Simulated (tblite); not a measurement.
O3W (SMILES [O]=[W](=[O])=[O]), singlet, at a GFN2-xTB geometry (such geometries of metal compounds can be far from the true shape); tblite with GFN1-xTB.

Input for tblite:
```
$ tblite run mol.xyz --method gfn1 --charge 0 --spin 0 --grad --json tblite.json --no-restart

# file mol.xyz
4

W      0.00000000    -0.00000000     0.00000000
O      1.55326011    -0.32437699    -0.69267094
O     -0.50238238    -0.83765245     1.42953865
O     -1.05087773     1.16202943    -0.73686771
```

Write the output that tblite gives for this input, abridged.


```
xTB calculator
 | screened Coulomb repulsion
 | Coulomb electrostatics
 |  * isotropic Klopman-Ohno-Mataga-Nishimoto electrostatics
 |  * onsite third-order electrostatics
 | DFT-D3(BJ) dispersion correction

halogen bonding energy    0.0000000000000E+00 Eh
repulsion energy          8.3166228536010E-02 Eh
dispersion energy        -9.1324634604002E-04 Eh
number of electrons       2.4000000000000E+01 e
integral cutoff           3.6814730210589E+01 bohr

------------------------------------------------------------
  cycle        total energy    energy error   density error
------------------------------------------------------------
      1     -15.96907821952  -1.6051331E+01   1.6137853E+00
      2     -16.44915840731  -4.8008019E-01   5.4434734E-01
      3     -16.47827672044  -2.9118313E-02   2.6414262E-01
      4     -16.45173896061   2.6537760E-02   3.4498260E-01
      5     -16.48306481662  -3.1325856E-02   1.5269661E-03
      6     -16.48306373958   1.0770323E-06   2.4811387E-03
      7     -16.48306515103  -1.4114446E-06   1.2225044E-04
      8     -16.48306515296  -1.9328894E-09   7.8192753E-05
      9     -16.48306515436  -1.3987496E-09   1.0773960E-06
------------------------------------------------------------

electronic energy        -1.6565318136549E+01 Eh
total energy             -1.6483065154359E+01 Eh

Post processing:
 | Mayer-Wiberg bond orders

[Info] Tight-binding results written to 'tblite.txt'
[Info] JSON dump of results written to 'tblite.json'
```
